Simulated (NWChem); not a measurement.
C3H8Si; SMILES C/C=C\[SiH3]

Computed with NWChem. The geometry was optimised at PBE0/def2-SVP. Level: PBE0/def2-SVP with SMD (1 M gas to 1 M solution), gas-phase geometry. Reactions with the solvent are ignored.

Task: Estimate the computed values for solvent toluene. Quantities: solvation free energy (kcal/mol); cavity-dispersion-structure term (kcal/mol); dipole in solution (D).

Result: 
| Quantity | Result |
|---|---|
| solvation free energy (kcal/mol) | -2.1 |
| cavity-dispersion-structure term (kcal/mol) | -1.1 |
| dipole in solution (D) | 1.48 |
